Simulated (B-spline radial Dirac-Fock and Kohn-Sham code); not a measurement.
## Atomic SCF run for Pb⁴⁺

ΔSCF core binding energies without Breit or QED terms, calculated with a radial finite-basis atomic code.

Input (task.json):

```json
{"items": [{"Z": 82, "q": 4, "cfg": [[1, 0, 2], [2, 0, 2], [2, 1, 6], [3, 0, 2], [3, 1, 6], [3, 2, 10], [4, 0, 2], [4, 1, 6], [4, 2, 10], [4, 3, 14], [5, 0, 2], [5, 1, 6], [5, 2, 10]], "A": 208, "rrms": 5.5012, "do": "settings", "holes": ["K", "L3", "M5"],
  "settings": [{"rel": "dirac", "method": "lda,", "nuc": "fermi", "radius_factor": 1.0, "rmax": 45.0, "h": 0.3, "order": 8, "points": 10, "c_factor": 1.0, "maxit": 60, "damp": 0.5, "ndamp": 3, "tol": 1e-08}]}]}
```

Command: `python xray2_run.py task.json out`

Ground-state iterations:

```
iter   energy (Ha)        error
   1   -20896.53353695  2.30e+00
   2   -20898.64028048  2.74e-01
   3   -20899.34627905  5.47e-02
   4   -20899.38995144  1.87e-02
   5   -20899.39261197  8.38e-03
   6   -20899.39335266  2.44e-03
   7   -20899.39340919  9.82e-04
   8   -20899.39342236  2.76e-05
   9   -20899.39342237  1.08e-06
  10   -20899.39342237  4.30e-08
```

The ground state converged in 10 iterations, with total energy -20899.39342 Ha, virial ratio 1.85999 and highest orbital energy -59.06 eV. ΔSCF binding energies: K (1s) 88531.6 eV, L3 (2p3/2) 13073.2 eV, M5 (3d5/2) 2517.4 eV.
